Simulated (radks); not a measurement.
Results of a calculation; reference values are marked as such.
Question: Coulomb parameter of the 3d shell of neutral titanium in the model configuration [Ar] 3d2.5 4s1.5, as a second difference U = [E(n + 0.25) + E(n - 0.25) - 2 E(n)] / (0.25)^2 with all orbitals relaxed. "Bare": the charge of the atom changes with n. "Screened": the 4s shell takes up the change at fixed total charge, which measures U(3d,3d) + U(4s,4s) - 2 U(3d,4s). Level of theory: scalar-relativistic Kohn-Sham, PBEsol, spin-unpolarised, spherical densities, finite nucleus; Fermi nuclear charge, rms radius 3.5921 fm (a radial shooting solver on a logarithmic mesh with Libxc functionals). Estimate both.

Answer: U(bare) = 8.277 eV, U(screened by 4s) = 1.602 eV, against the Slater integral F0(3d,3d) = 14.812 eV with frozen orbitals. The step up makes a negative ion, whose loosely bound charge lowers the bare value.
